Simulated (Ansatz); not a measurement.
A structure relaxed at PBE0-D4/def2-TZVP, charge 0, multiplicity 1:

```xyz
9

F    -1.739   -1.176    1.090
Si   -0.408   -1.030    0.233
N     0.661    0.231    0.644
C     0.283    0.886   -0.610
O    -0.563   -0.143   -1.155
H     0.082   -2.410    0.086
H     0.834    0.772    1.472
H    -0.280    1.817   -0.476
H     1.130    1.051   -1.283
```

Give its formula and SMILES.

CH4FNOSi, `F[SiH]1NCO1`.

Summarise the bond lengths by kind.

1 × F–Si 1.589 Å; 1 × N–Si 1.704 Å; 1 × O–Si 1.655 Å; 1 × H–Si 1.472 Å; 1 × C–N 1.464 Å; 1 × H–N 1.004 Å; 1 × C–O 1.439 Å; 2 × C–H 1.094 to 1.096 Å.

Computed with Ansatz.
